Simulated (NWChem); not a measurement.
System: formate (CHO$_{2}$ anion); SMILES O=C[O-]

NWChem input:

```
start job
memory heap 200 mb stack 900 mb global 1100 mb
charge -1
geometry units angstroms noautoz
  O      1.136013     0.000000    -0.205563
  C      0.000000     0.000000     0.321913
  O     -1.136013     0.000000    -0.205563
  H      0.000000     0.000000     1.466577
end
basis spherical
  O library def2-svp
  C library def2-svp
  H library def2-svp
end
dft
  xc m06-l
  grid fine
  iterations 150
  mulliken
end
task dft gradient
```

Output (shortened):

```
             Northwest Computational Chemistry Package (NWChem) 7.3.0
             --------------------------------------------------------

 C2V symmetry detected

                             Geometry "geometry" -> ""
                             -------------------------

 Output coordinates in angstroms (scale by  1.889725989 to convert to a.u.)

  No.       Tag          Charge          X              Y              Z
 ---- ---------------- ---------- -------------- -------------- --------------
    1 O                    8.0000     1.13601300     0.00000000    -0.21030417
    2 C                    6.0000     0.00000000     0.00000000     0.31717183
    3 O                    8.0000    -1.13601300     0.00000000    -0.21030417
    4 H                    1.0000     0.00000000     0.00000000     1.46183583

 Effective nuclear repulsion energy (a.u.)      62.4280501181

      Symmetry information
      --------------------

 Group name             C2v
 Group number             16
 Group order               4
 No. of unique centers     3

                                 NWChem DFT Module
                                 -----------------

 Summary of "ao basis" -> "ao basis" (spherical)
 ------------------------------------------------------------------------------
       Tag                 Description            Shells   Functions and Types
 ---------------- ------------------------------  ------  ---------------------
 O                          def2-svp                 6       14   3s2p1d
 C                          def2-svp                 6       14   3s2p1d
 H                          def2-svp                 3        5   2s1p

      Symmetry analysis of basis
      --------------------------

        a1         20
        a2          5
        b1         14
        b2          8

            General Information
            -------------------
          SCF calculation type: DFT
          Wavefunction type:  closed shell.
          No. of atoms     :     4
          No. of electrons :    24
           Alpha electrons :    12
            Beta electrons :    12
          Charge           :    -1
          Spin multiplicity:     1
          Use of symmetry is: on ; symmetry adaption is: on
          Maximum number of iterations: 150
          AO basis - number of functions:    47
                     number of shells:    21
          Convergence on energy requested:  1.00D-06
          Convergence on density requested:  1.00D-05
          Convergence on gradient requested:  5.00D-04

              XC Information
              --------------
                        M06-L Method XC Functional
                         M06-L Exchange Functional  1.000
                       M06-L Correlation Potential  1.000

             Grid Information
             ----------------
          Grid used for XC integration:  fine
          Radial quadrature: Mura-Knowles
          Angular quadrature: Lebedev.
          Tag              B.-S. Rad. Rad. Pts. Rad. Cut. Ang. Pts.
          ---              ---------- --------- --------- ---------
          O                   0.60       70           7.0       590
          C                   0.70       70           6.0       590
          H                   0.35       60           6.0       590
          Grid pruning is: on
          Number of quadrature shells:   200
          Spatial weights used:  Erf1

      Superposition of Atomic Density Guess
      -------------------------------------

 Sum of atomic energies:        -187.50639728

 Renormalizing density from      23.00 to     24

      Non-variational initial energy
      ------------------------------

 Total energy =    -193.344433
 1-e energy   =    -397.230465
 2-e energy   =     141.457982
 HOMO         =       0.049798
 LUMO         =       0.454019

      Symmetry analysis of molecular orbitals - initial
      -------------------------------------------------

  Numbering of irreducible representations:

     1 a1          2 a2          3 b1          4 b2

  Orbital symmetries:

     1 a1          2 b1          3 a1          4 a1          5 b1
     6 a1          7 a1          8 b1          9 b2         10 a2
    11 b1         12 a1         13 a1         14 b2         15 a1
    16 b1         17 b2         18 a1         19 a1         20 a1
    21 b1         22 a1

     ---------------------------------------------
      Total Density - Mulliken Population Analysis
     ---------------------------------------------

    Atom       Charge   Shell Charges
 -----------   ------   -------------------------------------------------------
    1 O    8     8.82   1.99  1.03  0.77  2.74  2.28  0.01
    2 C    6     5.03   1.99  0.79  0.21  1.31  0.63  0.10
    3 O    8     8.82   1.99  1.03  0.77  2.74  2.28  0.01
    4 H    1     1.33   0.76  0.56  0.01

   convergence    iter        energy       DeltaE   RMS-Dens  Diis-err
 ---------------- ----- ----------------- --------- --------- ---------
 d= 0,ls=0.0,diis     1   -188.8652238952 -2.51D+02  3.17D-02  1.22D+00
 d= 0,ls=0.0,diis     2   -188.7811929485  8.40D-02  1.92D-02  2.22D+00
 d= 0,ls=0.0,diis     3   -189.0094216220 -2.28D-01  5.94D-03  1.43D-01
 d= 0,ls=0.0,diis     4   -189.0212786615 -1.19D-02  2.13D-03  8.87D-03
 d= 0,ls=0.0,diis     5   -189.0209403861  3.38D-04  1.27D-03  3.10D-04
  Resetting Diis
 d= 0,ls=0.0,diis     6   -189.0210253546 -8.50D-05  1.18D-03  8.32D-05
 d= 0,ls=0.0,diis     7   -189.0210543279 -2.90D-05  1.42D-04  5.87D-06
 d= 0,ls=0.0,diis     8   -189.0210549157 -5.88D-07  7.38D-05  5.61D-06
 d= 0,ls=0.0,diis     9   -189.0210554810 -5.65D-07  2.63D-05  1.32D-06
 d= 0,ls=0.0,diis    10   -189.0210556054 -1.24D-07  1.32D-05  9.64D-08
 d= 0,ls=0.0,diis    11   -189.0210556179 -1.24D-08  2.78D-06  1.23D-08

         Total DFT energy =     -189.021055617877
      One electron energy =     -389.515619446813
           Coulomb energy =      161.289342802487
    Exchange-Corr. energy =      -23.222829091617
 Nuclear repulsion energy =       62.428050118066

 Numeric. integr. density =       23.999999904157

                  Occupations of the irreducible representations
                  ----------------------------------------------

                     irrep           alpha         beta
                     --------     --------     --------
                     a1                6.0          6.0
                     a2                1.0          1.0
                     b1                4.0          4.0
                     b2                1.0          1.0

                       DFT Final Molecular Orbital Analysis
                       ------------------------------------

 Vector   10  Occ=2.000000D+00  E= 1.882543D-02  Symmetry=a2
              MO Center= -1.7D-14,  9.0D-17, -1.9D-01, r^2= 1.9D+00
   Bfn.  Coefficient  Atom+Function         Bfn.  Coefficient  Atom+Function
  ----- ------------  ---------------      ----- ------------  ---------------
     5      0.446206  1 O  py                33     -0.446206  3 O  py
     8      0.366039  1 O  py                36     -0.366039  3 O  py
    24      0.050448  2 C  d -2

 Vector   11  Occ=2.000000D+00  E= 3.954849D-02  Symmetry=b1
              MO Center= -6.8D-14, -1.1D-16, -1.4D-01, r^2= 1.9D+00
   Bfn.  Coefficient  Atom+Function         Bfn.  Coefficient  Atom+Function
  ----- ------------  ---------------      ----- ------------  ---------------
     6      0.351467  1 O  pz                34     -0.351467  3 O  pz
     4      0.289173  1 O  px                32      0.289173  3 O  px
     9      0.259384  1 O  pz                37     -0.259384  3 O  pz
     7      0.242344  1 O  px                35      0.242344  3 O  px
    21      0.187646  2 C  px                 3     -0.105520  1 O  s

 Vector   12  Occ=2.000000D+00  E= 4.119097D-02  Symmetry=a1
              MO Center=  7.2D-14,  5.0D-16,  1.3D-01, r^2= 2.2D+00
   Bfn.  Coefficient  Atom+Function         Bfn.  Coefficient  Atom+Function
  ----- ------------  ---------------      ----- ------------  ---------------
     6      0.400870  1 O  pz                34      0.400870  3 O  pz
    44     -0.373320  4 H  s                  9      0.313675  1 O  pz
    37      0.313675  3 O  pz                43     -0.301840  4 H  s
    23      0.136614  2 C  pz                20     -0.093377  2 C  pz
     3      0.064287  1 O  s                 31      0.064287  3 O  s

 Vector   13  Occ=0.000000D+00  E= 2.738970D-01  Symmetry=b2
              MO Center= -1.3D-16,  2.5D-15,  1.7D-01, r^2= 1.6D+00
   Bfn.  Coefficient  Atom+Function         Bfn.  Coefficient  Atom+Function
  ----- ------------  ---------------      ----- ------------  ---------------
    22      0.601156  2 C  py                19      0.546346  2 C  py
     8     -0.400493  1 O  py                36     -0.400493  3 O  py
     5     -0.343375  1 O  py                33     -0.343375  3 O  py
    46      0.038727  4 H  py                25      0.025311  2 C  d -1

 Vector   14  Occ=0.000000D+00  E= 3.123038D-01  Symmetry=a1
              MO Center= -3.0D-15, -2.9D-15,  1.7D+00, r^2= 2.2D+00
   Bfn.  Coefficient  Atom+Function         Bfn.  Coefficient  Atom+Function
  ----- ------------  ---------------      ----- ------------  ---------------
    44      2.138344  4 H  s                 17     -1.766334  2 C  s
    23     -0.852557  2 C  pz                20     -0.345225  2 C  pz
    16     -0.209772  2 C  s                  9      0.207010  1 O  pz
    37      0.207010  3 O  pz                 3      0.136638  1 O  s
    31      0.136638  3 O  s                  6      0.112747  1 O  pz

 Vector   15  Occ=0.000000D+00  E= 4.791307D-01  Symmetry=a1
              MO Center= -1.4D-16,  4.7D-16, -1.5D-01, r^2= 2.6D+00
   Bfn.  Coefficient  Atom+Function         Bfn.  Coefficient  Atom+Function
  ----- ------------  ---------------      ----- ------------  ---------------
    17      2.383735  2 C  s                  3     -1.110823  1 O  s
    31     -1.110823  3 O  s                 23     -1.014387  2 C  pz
     7      0.570984  1 O  px                35     -0.570984  3 O  px
    43     -0.289825  4 H  s                 20     -0.198642  2 C  pz
     2     -0.171604  1 O  s                 30     -0.171604  3 O  s

     ---------------------------------------------
      Total Density - Mulliken Population Analysis
     ---------------------------------------------

    Atom       Charge   Shell Charges
 -----------   ------   -------------------------------------------------------
    1 O    8     8.51   1.99  1.10  0.71  2.81  1.89  0.01
    2 C    6     5.75   1.99  0.92  0.12  1.94  0.65  0.14
    3 O    8     8.51   1.99  1.10  0.71  2.81  1.89  0.01
    4 H    1     1.22   0.79  0.41  0.02

     -------------------------------------------
      Total Density - Lowdin Population Analysis
     -------------------------------------------

    Atom       Charge   Shell Charges
 -----------   ------   -------------------------------------------------------
    1 O    8     8.42   1.98  0.95  0.68  2.70  2.10  0.02
    2 C    6     6.01   1.96  0.59  0.32  1.74  1.07  0.32
    3 O    8     8.42   1.98  0.95  0.68  2.70  2.10  0.02
    4 H    1     1.14   0.69  0.39  0.06

     Multipole analysis of the density
     ---------------------------------

     L   x y z        total         alpha         beta         nuclear
     -   - - -        -----         -----         ----         -------
     0   0 0 0     -1.000000    -12.000000    -12.000000     23.000000

     1   1 0 0      0.000000      0.000000      0.000000      0.000000
     1   0 1 0     -0.000000     -0.000000     -0.000000      0.000000
     1   0 0 1      0.318087      0.159043      0.159043      0.000000

     2   2 0 0    -19.841799    -46.789297    -46.789297     73.736795
     2   1 1 0      0.000000      0.000000      0.000000      0.000000
     2   1 0 1     -0.000000     -0.000000     -0.000000      0.000000
     2   0 2 0    -13.049666     -6.524833     -6.524833      0.000000
     2   0 1 1     -0.000000     -0.000000     -0.000000      0.000000
     2   0 0 2    -14.921968    -13.617851    -13.617851     12.313734

            General Information
            -------------------
          SCF calculation type: DFT
          Wavefunction type:  closed shell.
          No. of atoms     :     4
          No. of electrons :    24
           Alpha electrons :    12
            Beta electrons :    12
          Charge           :    -1
          Spin multiplicity:     1
          Use of symmetry is: on ; symmetry adaption is: on
          Maximum number of iterations: 150
          AO basis - number of functions:    47
                     number of shells:    21
          Convergence on energy requested:  1.00D-06
          Convergence on density requested:  1.00D-05
          Convergence on gradient requested:  5.00D-04

              XC Information
              --------------
                        M06-L Method XC Functional
                         M06-L Exchange Functional  1.000
                       M06-L Correlation Potential  1.000

             Grid Information
             ----------------
          Grid used for XC integration:  fine
          Radial quadrature: Mura-Knowles
          Angular quadrature: Lebedev.
          Tag              B.-S. Rad. Rad. Pts. Rad. Cut. Ang. Pts.
          ---              ---------- --------- --------- ---------
          O                   0.60       70           7.0       590
          C                   0.70       70           6.0       590
          H                   0.35       60           6.0       590
          Grid pruning is: on
          Number of quadrature shells:   200
          Spatial weights used:  Erf1

          Convergence Information
          -----------------------
          Convergence aids based upon iterative change in
          total energy or number of iterations.
          Levelshifting, if invoked, occurs when the
          HOMO/LUMO gap drops below (HL_TOL):  1.00D-02
          DIIS, if invoked, will attempt to extrapolate
          using up to (NFOCK): 10 stored Fock matrices.

                    Damping( 0%)  Levelshifting(0.5)       DIIS
                  --------------- ------------------- ---------------
          dE  on:    start            ASAP                start
          dE off:    2 iters        150 iters           150 iters

                            NWChem DFT Gradient Module
                            --------------------------

  charge          =  -1.00
  wavefunction    = closed shell

  Using symmetry

                         DFT ENERGY GRADIENTS

    atom               coordinates                        gradient
                 x          y          z           x          y          z
   1 O       2.146753   0.000000  -0.397417    0.005859   0.000000  -0.006035
   2 C       0.000000   0.000000   0.599368    0.000000   0.000000   0.022198
   3 O      -2.146753   0.000000  -0.397417   -0.005859   0.000000  -0.006035
   4 H       0.000000   0.000000   2.762469    0.000000   0.000000  -0.010127
```

Level: M06-L/def2-SVP. Sets without diffuse functions describe the anion's extra electron poorly. The geometry was optimised at B3LYP/def2-SVPD. The highest occupied level is positive, so the extra electron may be held by the finite basis.
